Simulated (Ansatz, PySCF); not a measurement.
Dissociation curve of GeNa (anion, charge -1), lowest singlet found (which spin is the ground state isn't settled by this scan).

RCCSD(T) = CCSD(T) on RHF/aug-cc-pVDZ, cores with 3d frozen run with Ansatz (an electronic-structure program); RCCSDT(Q) = Ansatz with CCSDT(Q) on RHF/aug-cc-pVDZ, cores with 3d frozen; RKS-BP86/6-31G* = restricted BP86/6-31G*, spherical d in PySCF.

Total energies in hartree (comparable only within one method and basis):

| R / Å | RCCSD(T) | RCCSDT(Q) | RKS-BP86/6-31G* |
|---|---|---|---|
| 2.06 | -2237.17037 | -2237.17724 | -2239.16544 |
| 2.21 | -2237.20266 | -2237.20962 | -2239.19483 |
| 2.40 | -2237.22722 | -2237.23419 | -2239.21602 |
| 2.47 | -2237.23303 | -2237.23999 | -2239.22071 |
| 2.58 | -2237.23962 | -2237.24659 | -2239.22568 |
| 2.73 | -2237.24490 | -2237.25188 | -2239.22897 |
| 2.78 | -2237.24595 | -2237.25294 | -2239.22940 |
| 2.89 | -2237.24731 | -2237.25433 | -2239.22951 |
| 2.96 | -2237.24763 | -2237.25468 | -2239.22909 |
| 3.08 | -2237.24745 | -2237.25454 | -2239.22774 |
| 3.25 | -2237.24607 | -2237.25324 | -2239.22491 |
| 3.41 | -2237.24406 | -2237.25129 | -2239.22171 |
| 3.62 | -2237.24089 | -2237.24819 | -2239.21724 |
| 3.87 | -2237.23689 | — | -2239.21202 |
| 4.14 | -2237.23275 | — | -2239.20691 |
| 4.56 | -2237.22721 | — | -2239.20042 |
| 5.11 | -2237.22210 | — | -2239.19451 |
| 5.60 | -2237.21977 | — | -2239.19118 |

Dashes: no converged value, or the column stops at the first point that the program doubted or that broke a chosen test of continuity, which isn't proof of a fault.

The scan ran from 2.06 to 9.73 Å; beyond the distances shown full CI changes its symmetry label. The T1 diagnostic of CCSD on the restricted reference of RCCSD(T), RCCSDT(Q) exceeds 0.045 at 3.08 to 5.60 Å. Where the anion isn't bound against loss of the electron, the finite basis alone holds it. The restricted form behind RKS-BP86/6-31G* keeps the bonding electrons paired and can't separate into open-shell fragments.
